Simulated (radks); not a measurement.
Results of a calculation; reference values are marked as such.
Question: Neutral mercury, [Hg]. Level of theory: non-relativistic Kohn-Sham, PBE, spin-polarised, spherical densities, point nucleus (a radial shooting solver on a logarithmic mesh with Libxc functionals). Every spin shell is full or empty, so the densities are truly spherical. Functionals are evaluated on that one density, not self-consistently. Rank these orbital-free kinetic functionals by their error against the exact value of the orbitals, and give that value: Thomas-Fermi, von Weizsacker, TF + vW/9, TF + vW/5, APBEK, Perdew 92, Thakkar, Pearson, PG1, DePristo-Kress.

Answer: Exact: 18408.3 hartree. From best to worst, with 100 (|E| - |E exact|)/|E exact| (equal figures are ties): APBEK +0.04, DePristo-Kress -0.20, Perdew 92 -0.68, TF + vW/9 -0.69, Thakkar -0.78, Pearson -0.84, TF + vW/5 +2.46, Thomas-Fermi -4.62, PG1 +12.40, von Weizsacker -64.60.
